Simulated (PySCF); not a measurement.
Geometries of 3 isomers of C3H9BS, from PBE0-D3(BJ)/def2-SVP geometry optimisation, gas phase in PySCF 2.14.0. One conformer each, no zero-point energy, no frequencies.

Question: Which is lowest in electronic energy at this level?
A.
```xyz
14
angstrom
B      0.559    0.103    0.258
C      1.976    0.336    0.899
H      2.435    1.236    0.453
H      2.682   -0.501    0.797
H      1.858    0.563    1.973
C     -0.576    1.194    0.303
H     -0.261    2.118    0.810
H     -1.470    0.809    0.824
H     -0.913    1.461   -0.713
S      0.309   -1.488   -0.530
C     -1.393   -1.460   -1.156
H     -2.116   -1.352   -0.335
H     -1.574   -2.418   -1.662
H     -1.538   -0.645   -1.878
```
B.
```xyz
14
angstrom
C     -2.404   -0.030   -0.162
C     -1.269    0.978   -0.343
B      0.128    0.473    0.163
S      1.579    0.758   -0.815
C      2.952    0.101    0.176
H     -3.377    0.390   -0.458
H     -2.486   -0.356    0.887
H     -2.239   -0.933   -0.770
H     -1.485    1.880    0.265
H     -1.225    1.334   -1.387
H      0.249   -0.103    1.223
H      3.200    0.792    0.993
H      2.696   -0.883    0.589
H      3.824    0.002   -0.484
```
C.
```xyz
14
angstrom
C     -1.497   -1.018    0.111
B     -0.323    0.019    0.270
C     -0.583    1.555    0.425
C      1.155   -0.551    0.234
S      2.380    0.538    1.016
H     -1.405   -1.508   -0.876
H     -2.505   -0.584    0.177
H     -1.410   -1.835    0.847
H     -1.561    1.887    0.048
H     -0.585    1.745    1.518
H      0.220    2.189    0.020
H      1.371   -0.635   -0.850
H      1.213   -1.571    0.645
H      3.482   -0.187    0.726
```

Answer: A. That is BMe2(SMe) (`CSB(C)C`), 13.5 kcal/mol below the next.

```tsv
SMILES	atoms numbered as above	E (Eh)	relative (kcal/mol)	relative (kJ/mol)	dipole (D)
CSB(C)C	–	-542.28126	0.0	0.0	1.51
CCBSC	[CH3:1][CH2:2][BH:3][S:4][CH3:5]	-542.25967	13.5	56.7	1.06
CB(C)CS	[CH3:1][B:2]([CH3:3])[CH2:4][SH:5]	-542.24448	23.1	96.6	1.60
```
